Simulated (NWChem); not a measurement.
All runs are NWChem calculations. System: AsF3, charge 0, spin multiplicity 1, displaced from the optimised geometry. Level: MP2/def2-SVP, 12 core orbitals frozen, spin-restricted.

The NWChem input:

```
start mol
memory heap 200 mb stack 900 mb global 1100 mb
geometry units angstroms nocenter noautoz noautosym
  F      0.738925    -0.489175     1.281763
  As     0.000896     0.398876     0.000000
  F      0.738925    -0.489175    -1.281763
  F     -2.222149    -0.925729     0.000000
end
basis spherical
  * library def2-svp
end
scf
  rhf
  nopen 0
  maxiter 100
  thresh 1e-7
  semidirect memsize 60000000 filesize 0
end
mp2
  freeze core 12
end
task mp2 energy
```

Part of the output:

```
             Northwest Computational Chemistry Package (NWChem) 7.3.0
             --------------------------------------------------------

                                NWChem Input Module
                                -------------------

 Scaling coordinates for geometry "geometry" by  1.889725989
 (inverse scale =  0.529177249)

                             Geometry "geometry" -> ""
                             -------------------------

 Output coordinates in angstroms (scale by  1.889725989 to convert to a.u.)

  No.       Tag          Charge          X              Y              Z
 ---- ---------------- ---------- -------------- -------------- --------------
    1 F                    9.0000     0.73892500    -0.48917500     1.28176300
    2 As                  33.0000     0.00089600     0.39887600     0.00000000
    3 F                    9.0000     0.73892500    -0.48917500    -1.28176300
    4 F                    9.0000    -2.22214900    -0.92572900     0.00000000

 Effective nuclear repulsion energy (a.u.)     285.9859055420

            Nuclear Dipole moment (a.u.)
            ----------------------------
        X                 Y               Z
 ---------------- ---------------- ----------------
   -12.6028150541    -7.5093988026     0.0000000000


 Summary of "ao basis" -> "" (spherical)
 ------------------------------------------------------------------------------
       Tag                 Description            Shells   Functions and Types
 ---------------- ------------------------------  ------  ---------------------
 *                          def2-svp                  on all atoms

 Summary of "ao basis" -> "ao basis" (spherical)
 ------------------------------------------------------------------------------
       Tag                 Description            Shells   Functions and Types
 ---------------- ------------------------------  ------  ---------------------
 F                          def2-svp                 6       14   3s2p1d
 As                         def2-svp                12       32   5s4p3d

                                 NWChem SCF Module
                                 -----------------

  ao basis        = "ao basis"
  functions       =    74
  atoms           =     4
  closed shells   =    30
  open shells     =     0
  charge          =   0.00
  wavefunction    = RHF
  use symmetry    = F
  symmetry adapt  = F

 Summary of "ao basis" -> "ao basis" (spherical)
 ------------------------------------------------------------------------------
       Tag                 Description            Shells   Functions and Types
 ---------------- ------------------------------  ------  ---------------------
 F                          def2-svp                 6       14   3s2p1d
 As                         def2-svp                12       32   5s4p3d

 Forming initial guess at       0.0s

      Superposition of Atomic Density Guess
      -------------------------------------

 Sum of atomic energies:       -2531.73716087

      Non-variational initial energy
      ------------------------------

 Total energy =   -2531.491336
 1-e energy   =   -4102.834757
 2-e energy   =    1285.357516
 HOMO         =      -0.422150
 LUMO         =      -0.082512

 Starting SCF solution at       0.5s

 ----------------------------------------------
         Quadratically convergent ROHF

 Convergence threshold     :          1.000E-07
 Maximum no. of iterations :          100
 Final Fock-matrix accuracy:          1.000E-09
[...]
  ----- ------------  ---------------      ----- ------------  ---------------
    29      0.542281  2 As px                26      0.423743  2 As px
    30      0.286218  2 As py                18     -0.263957  2 As s
    23     -0.246730  2 As px                27      0.245116  2 As py
    64     -0.228791  4 F  px                67      0.220398  4 F  px
    19      0.161015  2 As s

 Vector   32  Occ=0.000000D+00  E= 4.249520D-02
              MO Center= -1.2D-01,  5.8D-01,  1.3D-14, r^2= 2.5D+00
   Bfn.  Coefficient  Atom+Function         Bfn.  Coefficient  Atom+Function
  ----- ------------  ---------------      ----- ------------  ---------------
    31      0.908924  2 As pz                28      0.380837  2 As pz
     3     -0.302852  1 F  s                 49      0.302852  3 F  s
    25     -0.238031  2 As pz                 8     -0.158017  1 F  py
    54      0.158017  3 F  py

 Vector   33  Occ=0.000000D+00  E= 1.040885D-01
              MO Center=  8.1D-02,  2.2D-01,  1.9D-15, r^2= 2.6D+00
   Bfn.  Coefficient  Atom+Function         Bfn.  Coefficient  Atom+Function
  ----- ------------  ---------------      ----- ------------  ---------------
    30      0.706806  2 As py                18     -0.562898  2 As s
    29     -0.555262  2 As px                 3      0.356851  1 F  s
    49      0.356851  3 F  s                 27      0.293828  2 As py
    17      0.281557  2 As s                  9     -0.262676  1 F  pz
    55      0.262676  3 F  pz                 6      0.214171  1 F  pz

 center of mass
 --------------
 x =  -0.20160279 y =  -0.09010548 z =   0.00000000

 moments of inertia (a.u.)
 ------------------
         355.032722733650         -88.216103485880           0.000000000000
         -88.216103485880         626.664449870296           0.000000000000
           0.000000000000           0.000000000000         535.845754973462

  Mulliken analysis of the total density
  --------------------------------------

    Atom       Charge   Shell Charges
 -----------   ------   -------------------------------------------------------
    1 F    9     9.46   1.99  1.12  0.85  3.30  2.19  0.01
    2 As  33    31.49   2.00  2.00  2.00  1.49  0.33  6.00  5.98  0.92  0.56  8.21  1.77  0.25
    3 F    9     9.46   1.99  1.12  0.85  3.30  2.19  0.01
    4 F    9     9.59   1.99  1.11  0.89  3.24  2.36  0.00

       Multipole analysis of the density wrt the origin
       ------------------------------------------------

     L   x y z        total         open         nuclear
     -   - - -        -----         ----         -------
     0   0 0 0     -0.000000      0.000000     60.000000

     1   1 0 0      1.642794      0.000000    -12.602815
     1   0 1 0      2.116630      0.000000     -7.509399
     1   0 0 1     -0.000000      0.000000      0.000000

     2   2 0 0    -32.283335      0.000000    193.800678
     2   1 1 0     -2.974319      0.000000     42.922116
     2   1 0 1      0.000000      0.000000      0.000000
     2   0 2 0    -23.898129      0.000000     61.673691
     2   0 1 1     -0.000000      0.000000      0.000000
     2   0 0 2    -24.867406      0.000000    105.605281

                   NWChem MP2 Semi-direct Energy/Gradient Module
                   ---------------------------------------------

  Basis functions       =     74
  Molecular orbitals    =     74
  Frozen core           =     12
  Frozen virtuals       =      0
  Active alpha occupied =     18
  Active beta occupied  =     18
  Active alpha virtual  =     44
  Active beta virtual   =     44
  Use MO symmetry       = F
  Use skeleton AO sym   = F

  AO/Fock/Back tols     =   1.0D-09  1.0D-09  1.0D-09

 GA uses MA = F    GA memory limited = T

 Available:
  local mem=  1.26D+08
 global mem=  1.44D+08
 local disk=  0.00D+00
  mp2_memr nvloc                    44
  nvloc new                    44
   1 passes of  18:        3145728                      31367                   7094199.
   1 passes of  18: M    126152533           G      144168248           F     123006805.

 Semi-direct pass number   1 of   1  for RHF alpha+beta  at        1.2s
  vrange nnbf                  2631
  mp2_eaftype                    27  avail_ma_in_mb                  1099
 EAF : mp2_eaftype filesize          27    3547099.
  mp2_eaf for mointskh                     27
Node 0 wrote     16.7 Mb in      0.0 s     Agg I/O rate:  1439.8 Mb/s
 Done moints_semi at        2.6s
  mp2_eaftype                    27  avail_ma_in_mb                  1072
 EAF : mp2_eaftype filesize          27    3547099.
  mp2_eaf for kh                    27
 Done maket at        2.7s
 Done multipass loop at        2.7s

          -------------------------------------------
          SCF energy               -2531.907447774942
          Correlation energy          -0.809958418370
          Singlet pairs               -0.463339881774
          Triplet pairs               -0.346618536596
          Total MP2 energy         -2532.717406193312
          -------------------------------------------

          ---------------------------------------------------
                    Spin Component Scaled (SCS) MP2
          Same spin pairs                     -0.231079024397
          Same spin scaling factor             0.333333333333
          Opposite spin pairs                 -0.578879393973
          Opposite spin scaling fact.          1.200000000000
          SCS-MP2 correlation energy          -0.771681614233
          Total SCS-MP2 energy             -2532.679129389175
          ---------------------------------------------------

 -----------------------
 Performance information
 -----------------------

 Timer overhead =  2.09D-07 seconds/call

               Nr. of calls         CPU time (s)                 Wall time (s)                GFlops
             ---------------    -------------------     ------------------------------   -------------------
Name         Min   Avg   Max    Min     Avg     Max     Min     Avg     Max   Mx/calls   Min     Max     Sum
mp2: moin     1     1     1    1.4     1.4     1.4      1.4     1.4     1.4     1.4      0.0     0.0     0.0
mp2: make     1     1     1   0.15    0.15    0.15     0.15    0.15    0.15    0.15      0.0     0.0     0.0
mp2: tota     1     1     1    1.6     1.6     1.6      1.6     1.6     1.6     1.6      0.0     0.0     0.0

 The average no. of pstat calls per process was 3.00D+00
 with a timing overhead of 6.26D-07s

 Task  times  cpu:        2.7s     wall:        2.7s

 Total times  cpu:        2.8s     wall:        2.8s
```
